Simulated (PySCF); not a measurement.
PySCF job for C3H2N3, SMILES [c]1ncncn1, multiplicity 2, PBE/pcH-1. Geometry optimised at B3LYP-D3(BJ)/def2-SVP. The isomer is the one that the SMILES or the coordinates give; other isomers of the formula were not compared.

```python
import numpy as np
from pyscf import gto, scf, dft
from pyscf.prop.hfc import uks as hfc
from pyscf.prop.gtensor import uks as gtensor

mol = gto.M(
    atom='''
    C    -0.00000000   -0.00000000   -1.31813404
    N     0.00000000   -1.17808638   -0.75226324
    C    -0.00000000   -1.12869159    0.59044941
    N     0.00000000    0.00000000    1.29747200
    C     0.00000000    1.12869159    0.59044941
    N    -0.00000000    1.17808638   -0.75226324
    H    -0.00000000   -2.07949554    1.13639629
    H     0.00000000    2.07949554    1.13639629
    ''',
    basis='pcH-1',
    charge=0,
    spin=1,
    max_memory=1600,
    verbose=3,
)
mf = dft.UKS(mol, xc='pbe').density_fit(auxbasis='def2-universal-jkfit')
mf.grids.level = 3
mf.conv_tol = 1e-10
mf.max_cycle = 100
mf.kernel()
fine, coarse = mf.grids, dft.Grids(mol).set(level=1).build(with_non0tab=True)
for _ in range(3):  # follow internal instabilities
    mf.grids = coarse
    mo, _, stable, _ = mf.stability(return_status=True, nroots=4)
    mf.grids = fine
    if stable:
        break
    mf.kernel(mf.make_rdm1(mo, mf.mo_occ))
A = hfc.HFC(mf).make_fcdip(mf.make_rdm1())  # Fermi contact and dipolar terms, MHz
print('atom   A(iso)/MHz   principal dipolar parts/MHz')
for i, a in enumerate(A):
    w = np.linalg.eigvalsh((a + a.T) / 2)
    print(f'{mol.atom_symbol(i):2s}{i + 1:3d} {w.mean():12.2f}', (w - w.mean()).round(2))
gt = gtensor.GTensor(mf)
gt.dia_soc2e, gt.para_soc2e, gt.so_eff_charge = None, None, True
gt.max_cycle_cphf = 60
g = gt.kernel()
```

Output:

```

WARN: HOMO -0.191341188441676 >= LUMO -0.191341188441688

converged SCF energy = -279.377540267133  <S^2> = 0.75349187  2S+1 = 2.0034888
<class 'pyscf.df.df_jk.DFUKS'> wavefunction is stable in the internal stability analysis
atom   A(iso)/MHz   principal dipolar parts/MHz
C   1       662.03 [-57.5  -46.15 103.66]
N   2        90.47 [-6.57 -3.28  9.86]
C   3        34.15 [-7.28 -6.72 14.  ]
N   4         1.70 [-3.73 -1.4   5.13]
C   5        34.15 [-7.28 -6.72 14.  ]
N   6        90.47 [-6.57 -3.28  9.86]
H   7        13.03 [-3.69 -1.84  5.53]
H   8        13.03 [-3.69 -1.84  5.53]
SOC(1e)/OZ [ 0.00218187 -0.00208138 -0.00027852]
free electron g 2.00231930436182
g-tensor total [2.00413348 2.00009214 2.00186503]
g-shift (ppt) [ 1.81417957 -2.22716334 -0.45427186]
```

The run converged.

Cost: roughly 5 core-minutes.
